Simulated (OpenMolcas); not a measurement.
## Br2+: from RASSCF to RASPT2

| Property | Result |
| --- | --- |
| Program | OpenMolcas |
| Basis | ANO-R2 [6s5p4d2f1g] |
| Scalar Hamiltonian | X2C, finite nucleus |
| Active space | 5 electrons in 9 orbitals (RAS2 4s 4p; RAS3 4d, at most 2 electrons) |
| State averaging | 2S+1 = 4 odd, 1 root; 2S+1 = 2 odd, 11 roots; 2S+1 = 4 even, 3 roots; 2S+1 = 2 even, 9 roots |
| Spin-orbit coupling | RASSI with atomic mean-field integrals over the reference wave functions, term energies averaged over their components |

Methods on the same reference wave functions:
A. RASSCF
B. SS-RASPT2, IPEA 0.25 Eh, imaginary shift 0.1 Eh (closed shells correlated: 3d)
C. MS-RASPT2, IPEA 0.25 Eh, imaginary shift 0.1 Eh (closed shells correlated: 3d)

Energies in cm⁻¹ above 4s² 4p³ ⁴S°_3/2, the measured ground level; measured values from Moore, Atomic Energy Levels, vol. II, NSRDS-NBS 35 (1971 reprint of NBS Circular 467, 1952).

| Level | A | B | C | Measured |
| --- | --- | --- | --- | --- |
| 4s² 4p³ ⁴S°_3/2 | 0.0 | 0.0 | 0.0 | 0.0 |
| 4s² 4p³ ²D°_3/2 | 19466 | 16040 | 16030 |  |
| 4s² 4p³ ²D°_5/2 | 20298 | 16850 | 16850 |  |
| 4s² 4p³ ²P°_1/2 | 31479 | 28260 | 28160 | 26915 |
| 4s² 4p³ ²P°_3/2 | 32522 | 29320 | 29240 | 28579 |
| 4s 4p⁴ ⁴P_5/2 | 100263 | 101470 | 101480 |  |
| 4s 4p⁴ ⁴P_3/2 | 102597 | 103820 | 103820 |  |
| 4s 4p⁴ ⁴P_1/2 | 103786 | 104990 | 104990 |  |
| 4s 4p⁴ ²D_3/2 | 127738 | 126270 | 126270 |  |
| 4s 4p⁴ ²D_5/2 | 128057 | 126610 | 126610 |  |

Deviations, from unrounded energies. A percentage is the sum of absolute deviations over the sum of measured energies, with the sign that they share, or ± where signs differ.

```json
{"Against measurement": "mean absolute deviation (cm-1)", "Levels": "2", "A": "4300", "B": "1000", "C": "950"}
{"Against measurement": "other terms of the ground configuration (%)", "Levels": "2", "A": "+15.3", "B": "+3.8", "C": "+3.4"}
```

C lies closest to measurement on these levels and A furthest from it. The largest miss of C in the table is 4s² 4p³ ²P°_1/2, by +1200 cm-1. The ranking rests on the paired levels alone, and a cruder setting can come out closer through cancelling errors.

Between B and C the level of the table that moves most is 4s² 4p³ ²P°_1/2, by 110 cm-1 (lowest in C, highest in B). Moves below CASPT2's spread within the term are not significant.

The mean deviations of B to C differ by less than CASPT2's widest spread within a term (150 cm-1), so their order carries little weight.

From A to B the spin-free energies of the other terms of 4s² 4p³ shown, above ⁴S°, scale by factors of 0.83 to 0.90.

The lowest spin-free term lies below A's lowest term by 0.448 hartree in B, 0.448 hartree in C.

CASPT2 breaks the degeneracy within a term, and the mean is taken; among the terms shown or strongly mixed into the levels shown the widest spread is 150 cm-1 (4s 4p⁴ ²D, C). The run also gave levels led by 4s² 4p² 4d, which use shells meant for correlation; these and all levels above them are left out. Some terms mix strongly with configurations of 4d, whose occupation reaches 0.28 (4s 4p⁴ ²D). Computed and measured levels are paired by configuration, term and J; levels that our copy of the source lacks, or whose pairing is in doubt (as where it misses far off the trend of its configuration), stay unpaired and out of the deviations. Only configurations of the active space appear. Levels that lie high or do not pair safely by name in every column are left out.

° marks odd parity.
